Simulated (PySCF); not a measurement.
How methods differ on the ionisation energy of Al²⁺

Al²⁺ [Ne] 3s1 (2S) → Al³⁺ [Ne] (1S), as a difference of total energies. Computed with PySCF 2.14 in aug-cc-pVTZ-DK, with the spin-free X2C one-electron Hamiltonian (Gaussian nucleus). The calculations carry no spin-orbit coupling.

```json
{"method": "UHF", "ionisation energy (eV)": "28.087"}
{"method": "LDA", "ionisation energy (eV)": "28.857"}
{"method": "PBE", "ionisation energy (eV)": "28.863"}
{"method": "r2SCAN", "ionisation energy (eV)": "28.427"}
{"method": "M06-2X", "ionisation energy (eV)": "28.668"}
{"method": "revPBE", "ionisation energy (eV)": "28.755"}
{"method": "B3LYP", "ionisation energy (eV)": "29.062"}
```

Q: Estimate what PBE0 gives.

A: 28.728 eV, closest to revPBE among the rows shown.

Q: Estimate what CAM-B3LYP gives.

A: 29.061 eV, closest to B3LYP among the rows shown.

For comparison: 28.448 eV (measured; NIST Atomic Spectra Database, ionization energies).
